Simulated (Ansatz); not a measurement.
ClFH3HfNO (`[NH2][Hf]([OH])([F])[Cl]`) at its PBE0-D4/def2-TZVP geometry, where that method's forces vanish. The species carries charge 0 and has multiplicity 1. Hf takes the def2 core potential.

```
atom    x (Å)    y (Å)    z (Å)
  N1   1.2549  -0.5915  -0.6008
 Hf2  -0.2790   0.5440   0.0517
  O3  -1.5735  -0.6691   0.7471
  F4  -0.9138   1.5873  -1.4178
 Cl5   0.4753   2.0497   1.7197
  H6   2.0136  -0.2731  -1.1879
  H7   1.3878  -1.5717  -0.3967
  H8  -2.3652  -1.0756   1.0847
```

For each bond, give half the difference of the two atoms' forces along it (eV/Å; positive pushes the atoms apart) under PBE-D4, r2SCAN-D4, B3LYP-D4, ωB97M-V in def2-TZVPP. (An estimate is asked.)

Computed: 
```json
{"bond": "N1–Hf2", "length (Å)": "2.017", "PBE-D4": "-0.05", "r2SCAN-D4": "0.04", "B3LYP-D4": "0.10", "ωB97M-V": "0.04"}
{"bond": "N1–H6", "length (Å)": "1.011", "PBE-D4": "0.22", "r2SCAN-D4": "0.01", "B3LYP-D4": "-0.05", "ωB97M-V": "-0.04"}
{"bond": "N1–H7", "length (Å)": "1.010", "PBE-D4": "0.22", "r2SCAN-D4": "0.01", "B3LYP-D4": "-0.04", "ωB97M-V": "-0.03"}
{"bond": "Hf2–O3", "length (Å)": "1.906", "PBE-D4": "-0.04", "r2SCAN-D4": "0.08", "B3LYP-D4": "0.14", "ωB97M-V": "0.11"}
{"bond": "Hf2–F4", "length (Å)": "1.911", "PBE-D4": "0.16", "r2SCAN-D4": "-0.01", "B3LYP-D4": "0.11", "ωB97M-V": "0.02"}
{"bond": "Hf2–Cl5", "length (Å)": "2.370", "PBE-D4": "0.01", "r2SCAN-D4": "0.03", "B3LYP-D4": "0.11", "ωB97M-V": "0.07"}
{"bond": "O3–H8", "length (Å)": "0.952", "PBE-D4": "0.32", "r2SCAN-D4": "-0.03", "B3LYP-D4": "-0.09", "ωB97M-V": "-0.10"}
```

B3LYP here is the variant with VWN-RPA as its local correlation; programs differ in this.
